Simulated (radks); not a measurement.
Results of a calculation; reference values are marked as such.
Trend from Lu4+ to Hg4+: ionisation energy by Delta-SCF between NIST ground configurations, and size. Level of theory: scalar-relativistic Kohn-Sham, BLYP, spin-unpolarised, spherical densities, finite nucleus; Fermi nuclear charge, rms radius of each element as measured or else 0.836 A^(1/3) + 0.57 fm (a radial shooting solver on a logarithmic mesh with Libxc functionals).

\begin{tabular}{lrrrrrrr}
species & configuration & IE (eV) & NIST (eV) & kind & outermost & <r> outermost (bohr) & r at 0.001 e/bohr^3 (bohr) \\ \hline
Lu4+ & [Xe] 4f13 & 69.050 & 66.8 & semi-emp. & 5p & 1.33 & 2.91 \\
Hf4+ & [Xe] 4f14 & 69.510 & 68.37 & semi-emp. & 5p & 1.31 & 2.89 \\
Ta4+ & [Xe] 4f14 5d1 & 47.572 & 48.27 & semi-emp. & 5d & 1.75 & 3.08 \\
W4+ & [Xe] 4f14 5d2 & 50.066 & 51.6 & semi-emp. & 5d & 1.67 & 3.17 \\
Re4+ & [Xe] 4f14 5d3 & 52.558 & 52 & theory & 5d & 1.60 & 3.20 \\
Os4+ & [Xe] 4f14 5d4 & 55.037 & 55 & theory & 5d & 1.54 & 3.20 \\
Ir4+ & [Xe] 4f14 5d5 & 57.498 & 57 & theory & 5d & 1.49 & 3.18 \\
Pt4+ & [Xe] 4f14 5d6 & 59.944 & 56 & theory & 5d & 1.43 & 3.15 \\
Au4+ & [Xe] 4f14 5d7 & 62.374 & 60 & theory & 5d & 1.39 & 3.12 \\
Hg4+ & [Xe] 4f14 5d8 & 64.791 & 61.2 & exp. & 5d & 1.34 & 3.09 \\
\end{tabular}

Reference values: NIST Atomic Spectra Database (exp. = measured, semi-emp. = semi-empirical, theory = theoretical value adopted there). Spin polarisation and multiplet splitting are left out, so open shells lie too high by an amount that depends on their filling. Spin-orbit splitting is averaged out at the scalar-relativistic level.

Beside tabulated values, note that spin-unpolarised runs miss the spin-polarisation part of the exchange energy of open shells.
